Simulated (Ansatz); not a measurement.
Ga₇Sb₇. The state is a singlet with charge 0. Geometry PBE-D4/def2-SVP.

```csv
atom,x (Å),y (Å),z (Å)
Ga1,-0.991,1.115,3.549
Ga2,2.701,-3.256,-0.734
Ga3,-0.166,-0.738,1.428
Ga4,1.739,-0.508,-1.071
Ga5,-0.705,1.261,-1.083
Ga6,-1.797,2.968,1.094
Ga7,0.957,-1.578,-3.592
Sb8,-1.461,-1.350,3.574
Sb9,-0.370,3.568,3.147
Sb10,-0.187,-2.685,-0.487
Sb11,3.437,-1.711,-3.028
Sb12,-3.009,2.426,-1.060
Sb13,-1.382,-1.000,-2.486
Sb14,1.234,1.489,0.748
```

In the def2 sets Sb takes a core potential; there is no spin–orbit coupling. Single mean-field runs in def2-SVP, def2-TZVP are fitted with def2-universal-jkfit.

Task: Estimate the orbital energies around the gap (eV) in Ansatz with HF/def2-TZVP, PBE-D4/def2-SVP, PBE-D4/def2-TZVP, B97M-V/def2-TZVP, PBE0-D4/def2-TZVP.

Result: 
```tsv
orbital	HF/def2-TZVP	PBE-D4/def2-SVP	PBE-D4/def2-TZVP	B97M-V/def2-TZVP	PBE0-D4/def2-TZVP
HOMO−9	-8.74	-6.25	-6.24	-6.33	-7.06
HOMO−8	-8.65	-6.19	-6.18	-6.26	-7.01
HOMO−7	-8.46	-6.04	-6.03	-6.10	-6.82
HOMO−6	-8.12	-5.76	-5.76	-5.82	-6.53
HOMO−5	-7.93	-5.69	-5.68	-5.75	-6.43
HOMO−4	-7.62	-5.42	-5.43	-5.45	-6.17
HOMO−3	-7.44	-5.23	-5.23	-5.27	-5.96
HOMO−2	-7.20	-4.97	-4.98	-5.02	-5.73
HOMO−1	-6.77	-4.79	-4.80	-4.80	-5.46
HOMO	-6.57	-4.71	-4.73	-4.72	-5.37
LUMO	-1.12	-3.77	-3.77	-3.69	-3.36
LUMO+1	-0.49	-3.31	-3.33	-3.19	-2.87
LUMO+2	-0.16	-3.16	-3.19	-3.05	-2.66
LUMO+3	-0.06	-2.95	-2.97	-2.85	-2.44
LUMO+4	0.20	-2.86	-2.90	-2.74	-2.36
LUMO+5	0.40	-2.60	-2.64	-2.46	-2.10
```
